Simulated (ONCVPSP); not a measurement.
# Plane-wave convergence, ONCV potential for manganese

* Element: Mn (Z = 25)
* Generator: ONCVPSP 4.0.1
* Type: optimised norm-conserving Vanderbilt (ONCV)
* Functional: PBE
* Relativity: scalar-relativistic
* Frozen core: [Ne]
* Valence charge: 15
* Reference configuration: 3s2 3p6 3d5 (charge +2)
* Partial waves: 3s: rc 1.15 bohr, ncon 4, nbas 7, qcut 10.6 1/bohr, 3 projectors, debl 2 Ha; 3p: rc 1.45 bohr, ncon 4, nbas 8, qcut 11.5 1/bohr, 3 projectors, debl 2.7 Ha; 3d: rc 1.00 bohr, ncon 4, nbas 7, qcut 11.2 1/bohr, 3 projectors, debl 2.5 Ha
* Local potential: polynomial inside 1.00 bohr (lpopt 5, dvloc0 4 Ha)
* Core correction: none

In the s channel the program set the typed energies aside and used -3.811, 0.250, 2.250 Ha.

For each optimised wave give the share of its norm inside rc, the residual kinetic energy above qcut (Ha) and the cutoffs (Ha) for errors of 10, 1, 0.1 and 0.01 mHa per electron.

```json
{"wave": "3s", "norm inside rc": "0.840", "residual KE": "3.9e-06", "10 mHa": "32.3", "1 mHa": "41.2", "0.1 mHa": "48.0", "0.01 mHa": "53.7"}
{"wave": "s projector 2", "norm inside rc": "0.027", "residual KE": "2.2e-06", "10 mHa": "22.6", "1 mHa": "35.4", "0.1 mHa": "44.8", "0.01 mHa": "51.9"}
{"wave": "s projector 3", "norm inside rc": "0.026", "residual KE": "5.0e-06", "10 mHa": "25.4", "1 mHa": "37.7", "0.1 mHa": "47.1", "0.01 mHa": "54.3"}
{"wave": "3p", "norm inside rc": "0.918", "residual KE": "5.6e-09", "10 mHa": "24.5", "1 mHa": "32.6", "0.1 mHa": "39.9", "0.01 mHa": "46.6"}
{"wave": "p projector 2", "norm inside rc": "0.033", "residual KE": "7.3e-10", "10 mHa": "16.2", "1 mHa": "24.4", "0.1 mHa": "31.9", "0.01 mHa": "38.4"}
{"wave": "p projector 3", "norm inside rc": "0.061", "residual KE": "6.8e-09", "10 mHa": "19.8", "1 mHa": "27.3", "0.1 mHa": "34.0", "0.01 mHa": "39.6"}
{"wave": "3d", "norm inside rc": "0.491", "residual KE": "3.3e-03", "10 mHa": "56.1", "1 mHa": "104.1", "0.1 mHa": "173.5", "0.01 mHa": "236.6"}
{"wave": "d projector 2", "norm inside rc": "0.052", "residual KE": "1.6e-03", "10 mHa": "51.5", "1 mHa": "65.7", "0.1 mHa": "112.6", "0.01 mHa": "184.4"}
{"wave": "d projector 3", "norm inside rc": "0.034", "residual KE": "3.9e-03", "10 mHa": "56.3", "1 mHa": "71.0", "0.1 mHa": "154.7", "0.01 mHa": "277.8"}
```

The occupied waves need 104 Ha and 173 Ha for 1 and 0.1 mHa.
